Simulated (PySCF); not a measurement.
# Structure elucidation problem

The spectra below were simulated for a compound C$_{8}$H$_{11}$FSi.

¹H NMR (400 MHz, computed): δ 6.50 (m, 1H), 5.65 (m, 1H), 4.85 (m, 1H), 4.78 (m, 1H), 2.95 (m, 1H), 2.12 (d, 3H), 2.05 (s, 3H).

¹³C{¹H} NMR (computed): δ 159.0, 144.9, 91.8, 87.9, 80.5, 22.4, 21.2, 5.4.

PySCF 2.14.0 with density-fitted response routines calculation with NMR shieldings at PBE0/pcSseg-1/GIAO and coordinates at the GFN2-xTB level; averaged over atoms made equivalent by symmetry, fast rotation or ring inversion, in vacuum, one conformer, non-relativistic.

Scale: TMS for ¹H, ¹³C (reference shieldings calculated alike).

**Question.** Deduce the structure.

**Answer.** 
1. The formula gives 4 degrees of unsaturation (1 ring in the answer).
2. 8 carbon signals for 8 carbons: no two carbons are equivalent.
3. Carbon types of the structure: 3 × C, 3 × CH, 2 × CH3, leaving 2 H on heteroatoms.
4. δC 159.0: alkene CH; as expected for a trigonal carbon in a double bond.
5. δC 144.9: fully substituted alkene carbon; an sp2 carbon of a C=C bond.
6. δC 91.8: allylic sp3 CH bonded to F; the inductive effect lowers its shielding.
7. δC 87.9, 80.5: alkyne carbon; sp carbons lie upfield of alkene carbons because the cylindrical π system leaves one tensor component strongly shielded.
8. δC 21.2: allylic methyl carbon; a saturated carbon with 1 carbon neighbour and no heteroatom attached.
9. δC 5.4: propargylic methyl carbon; saturated and bonded to C and H only.
10. δH 2.12: hydrogen on an allylic methyl carbon; allylic position.

The compound is SMILES CC#C[C@@H]1[SiH2]/C(=C/C)[C@@H]1F.

The data come from this structure; uniqueness wasn't tested.

Splittings by ¹⁹F in the carbon and heteronuclear signals aren't shown, as no couplings were computed. Shifts are as computed. Against solution values, carbons near 30 ppm lie about +3 ppm off and those near 130 ppm about +5 ppm. Of 1309 compounds with measured shifts, 239 miss one by over three times the rms of a fit or turn the order of signals round; such compounds aren't used in these exercises. Multiplicities follow the n + 1 count of equivalent neighbours, as no J values were calculated; m marks all less simple cases, F and P coupling included.
